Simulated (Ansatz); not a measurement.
A made-up structure of SiH2I (charge +1), singlet:

```
4
angstrom
Si -0.1517 0.0317 -0.0691
I 1.5169 -0.3166 0.6911
H -1.2317 -0.8914 0.4206
H -0.1335 1.1763 -1.0426
```

It is relaxed with PBE-D4/def2-SVP and then PBE0-D4/def2-TZVP (Ansatz 0.2.0). Atoms count as bonded within 1.22 times the sum of their covalent radii (H–H: 0.88 Å). The end point is not checked to be a true minimum.

(1) Does its bonding change? (Judge from chemistry; the calculation decides.)

Answers

(1) Computed: No: no bond forms or breaks.

Where it ends: The first stage lowers the energy by 3.90 eV in 5 steps. It ends as SiH₂I ([SiH2][I]), total charge +1:
```
4
angstrom
Si -0.1875 0.0391 -0.0854
I 1.8726 -0.3908 0.8532
H -1.3510 -0.7816 0.2936
H -0.3341 1.1333 -1.0614
```

Labels in which every atom is bracketed show which atoms are joined, not bond orders.

For scale, one of the runs: PBE0-D4/def2-TZVP relaxation, 99 basis functions, launched by `ansatz run in.yaml --threads 2 --pin off --events-out ev --progress --plain --max-ram 4352MiB`. Hardware: 2 CPU threads of an Arm Neoverse V1, shared host. Wall time about 6.5 s.
